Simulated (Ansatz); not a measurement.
The cluster Li₅Br₄. The state is a doublet with charge 0. Geometry PBE-D4/def2-SVP, basis def2-TZVP, Ansatz.

```xyz
9

Li   -3.536    1.011    1.042
Li   -0.060    0.803   -1.215
Li    1.861   -0.989    1.023
Li    2.603   -1.340   -2.167
Li   -0.811    0.679    1.825
Br    3.511   -2.139   -0.164
Br   -2.792   -0.151    2.898
Br    0.962   -0.020   -3.168
Br   -1.737    2.146   -0.073
```

```tsv
run	HOMO (eV)	LUMO (eV)
A	-6.75	-0.62
B	-4.69	-2.20
C	-3.96	-2.77
D	-4.11	-2.43
E	-3.93	-2.68
```

LC-ωPBE has ω = 0.4 bohr⁻¹. Another isomer (doublet) lies 0.55 eV lower at PBE0-D4/def2-TZVP; other spin states weren't run for this one.

HOMO and LUMO are taken over both spins.

Question: The runs used LC-ωPBE, PBE, PBE0, r2SCAN, revPBE. Estimate which is which.

Answer: A LC-ωPBE (range-separated); B PBE0 (25 % exact exchange); C PBE (0 % exact exchange); D r2SCAN (0 % exact exchange); E revPBE (0 % exact exchange). Exact exchange lowers occupied and raises empty levels; among semilocal functionals meta-GGAs tend to open the gap a little, and such runs are hard to tell apart. The gap grows from 1.19 eV (PBE) to 6.13 eV (LC-ωPBE).
